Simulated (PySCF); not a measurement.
Compound: C7H11BO2.
Geometry (PBE0-D3(BJ)/def2-SVP, Å), atoms numbered from 1 in this order:
```xyz
21
C7H11BO2 angstrom
C     -2.3895    1.1050   -0.5765
C     -1.5803    0.3007    0.4491
C     -1.6470   -1.1717    0.1667
C     -0.5739   -1.9394   -0.0348
C      0.8289   -1.4238    0.0201
C      0.9329    0.0496    0.3224
B      2.3459    0.7206    0.4055
O      2.4481    2.0465    0.6939
O      3.5040    0.0218    0.1946
C     -0.1671    0.7951    0.5225
H     -2.3540    2.1822   -0.3508
H     -1.9849    0.9541   -1.5890
H     -3.4457    0.7935   -0.5794
H     -2.0512    0.4833    1.4368
H     -2.6455   -1.6184    0.1134
H     -0.7064   -3.0053   -0.2474
H      1.3969   -2.0048    0.7757
H      1.3356   -1.6512   -0.9398
H      3.3684    2.3284    0.7095
H      3.3527   -0.9062   -0.0038
H     -0.0362    1.8615    0.7407
```

Level: PBE0/pcSseg-1 in PySCF, non-relativistic, on one gas-phase PBE0-D3(BJ)/def2-SVP geometry that isn't relaxed in the solvent. The solvent is an IEF-PCM continuum (Bondi radii, 1.10 Å for H, scaled by 1.2). Only the electrostatic response of the medium enters.

| run | E − E(gas) (kcal/mol) | HOMO (eV) | HOMO–LUMO gap (eV) | dipole (D) |
| --- | --- | --- | --- | --- |
| gas | 0.00 | -6.79 | 6.40 | 1.17 |
| P | -7.36 | -6.76 | 6.33 | 1.65 |
| Q | -3.34 | -6.75 | 6.37 | 1.35 |

Task: The runs were made in acetone and benzene. Which run belongs to which solvent?

Result: P = acetone, Q = benzene. The dielectric constants are 2.271 (benzene), 20.49 (acetone), and the energy falls further as ε rises. In this model the ground state sees the solvent through ε alone.

Task: How constant is the ratio of the lowering to (ε − 1)/(2ε + 1)?

Result: 
```
solvent  (ε − 1)/(2ε + 1)  E − E(gas) (kcal/mol)  ratio (kcal/mol)  polarisation term (kcal/mol)
benzene             0.229                  -3.34             -14.6                         -3.48
acetone             0.464                  -7.36             -15.9                         -8.13
```

The ratio changes by +9.0 % in size from benzene to acetone. The polarisation term is half the interaction of the solute with the induced surface charges.
